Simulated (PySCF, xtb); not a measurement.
Si(OSiH3)(H)(NHSiH3)(Cl) (ClH₈NOSi₃), SMILES [SiH3]N[SiH](Cl)O[SiH3]. Other conformers were not sampled.

Harmonic wavenumbers (cm⁻¹) from xtb 6.7.1 with GFN2-xTB at its own minimum, in rising order: 37, 54, 78, 87, 100, 120, 164, 212, 284, 302, 488, 569, 580, 587, 602, 621, 660, 683, 749, 751, 769, 774, 793, 810, 824, 998, 1107, 1203, 2219, 2248, 2254, 2262, 2266, 2285, 2331, 3487.

Q: What does PySCF with PBE-D3(BJ)/def2-SVP give at its own minimum? (An estimate is asked for; the answer gives what the named calculation found.)

A: 31, 46, 66, 70, 98, 130, 182, 274, 308, 372, 501, 608, 621, 686, 690, 709, 717, 813, 841, 897, 902, 913, 916, 928, 953, 962, 1045, 1131, 2165, 2166, 2174, 2175, 2182, 2196, 2219, 3531. Paired by order, the mean absolute difference is 68 cm⁻¹ and the zero-point energies are 49.1 and 50.3 kcal/mol.
